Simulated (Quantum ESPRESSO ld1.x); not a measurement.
Question: These are the eigenvalues of the occupied orbitals of an atom or ion with whole-number occupations (hartree). Calculated with ld1.x of Quantum ESPRESSO 7.5: scalar-relativistic Kohn-Sham, LDA (Slater exchange, Perdew-Zunger correlation), spin-unpolarised, spherical densities, point nucleus.

1s: -942.093
2s: -149.199
2p: -135.200
3s: -36.8834
3p: -32.2786
3d: -25.0420
4s: -13.9599
4p: -12.4213

Which element is it, and in what charge state? The configuration may be excited.

Answer: Z = 47, silver, charge +14: Ag14+ in [Ar] 3d10 4s2 4p3. The list shows which subshells hold electrons but not how many an open one holds; the 1s level, -942.09 hartree, gives Z - s = 43.4 by -(Z - s)^2/2, which with screening and relativity narrows Z to a few neighbours, and the depths of the outer levels then fix element, charge and occupations together.
